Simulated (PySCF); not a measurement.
Isomers of C7H6N2Se, one conformer each; single-point electronic energies without zero-point terms and without any empirical dispersion term.

All values: wB97X-D/def2-SVPD (PySCF, non-relativistic), each on one gas-phase PBE0-D3(BJ)/def2-SVP geometry that isn't relaxed in the solvent. The solvent is an IEF-PCM continuum (Bondi radii, 1.10 Å for H, scaled by 1.2). Only the electrostatic response of the medium enters. Spin–orbit coupling is left out although an atom past zinc is present.

```tsv
isomer	relative energy, gas (kcal/mol)	dipole (D)
`c1ccn(-c2ncc[se]2)c1`	0.0	1.68
`N#CC1=C[Se]C[C@@H](C#N)C1`	18.8	4.19
`Cc1[se]ncc1/C=C/C#N`	20.4	4.38
`N#CC1(C2=C[Se]N=C2)CC1`	29.7	2.40
`C#CC1=N[Se]N=C1C1CC1`	62.6	1.86
```

Q: How do the relative energies look in cyclohexane (ε = 2.017)?

A: 
```json
{"isomer": "`c1ccn(-c2ncc[se]2)c1`", "relative energy, solvent (kcal/mol)": "0.0", "E(solvent) − E(gas) (kcal/mol)": "-2.0", "dipole in solvent (D)": "2.02"}
{"isomer": "`N#CC1=C[Se]C[C@@H](C#N)C1`", "relative energy, solvent (kcal/mol)": "15.5", "E(solvent) − E(gas) (kcal/mol)": "-5.3", "dipole in solvent (D)": "4.79"}
{"isomer": "`Cc1[se]ncc1/C=C/C#N`", "relative energy, solvent (kcal/mol)": "18.1", "E(solvent) − E(gas) (kcal/mol)": "-4.2", "dipole in solvent (D)": "4.95"}
{"isomer": "`N#CC1(C2=C[Se]N=C2)CC1`", "relative energy, solvent (kcal/mol)": "28.0", "E(solvent) − E(gas) (kcal/mol)": "-3.7", "dipole in solvent (D)": "2.73"}
{"isomer": "`C#CC1=N[Se]N=C1C1CC1`", "relative energy, solvent (kcal/mol)": "62.5", "E(solvent) − E(gas) (kcal/mol)": "-2.1", "dipole in solvent (D)": "2.10"}
```

The order is unchanged. Conformers: `[cH:1]1[cH:2][cH:3][n:4](-[c:5]2[n:6][cH:7][cH:8][se:9]2)[cH:10]1` with C3–N4–C5–N6 -1°; `[N:1]#[C:2][C:3]1=[CH:4][Se:5][CH2:6][C@@H:7]([C:8]#[N:9])[CH2:10]1` with C3–C4–Se5–C6 -5°, C4–Se5–C6–C7 36°, Se5–C6–C7–C8 171°, C6–C7–C10–C3 59°; `[CH3:1][c:2]1[se:3][n:4][cH:5][c:6]1/[CH:7]=[CH:8]/[C:9]#[N:10]` with C5–C6–C7–C8 0°; `[N:1]#[C:2][C:3]1([c:4]2[cH:5][n:6][se:7][cH:8]2)[CH2:9][CH2:10]1` with C2–C3–C4–C5 -179°; `[CH:1]#[C:2][c:3]1[n:4][se:5][n:6][c:7]1[CH:8]1[CH2:9][CH2:10]1` with N6–C7–C8–C9 -36°. `N#CC1=C[Se]C[C@@H](C#N)C1` gains most from the continuum, while `Cc1[se]ncc1/C=C/C#N` has the largest gas-phase dipole. The gains span 3.3 kcal/mol, the gas-phase energies 62.6 kcal/mol.
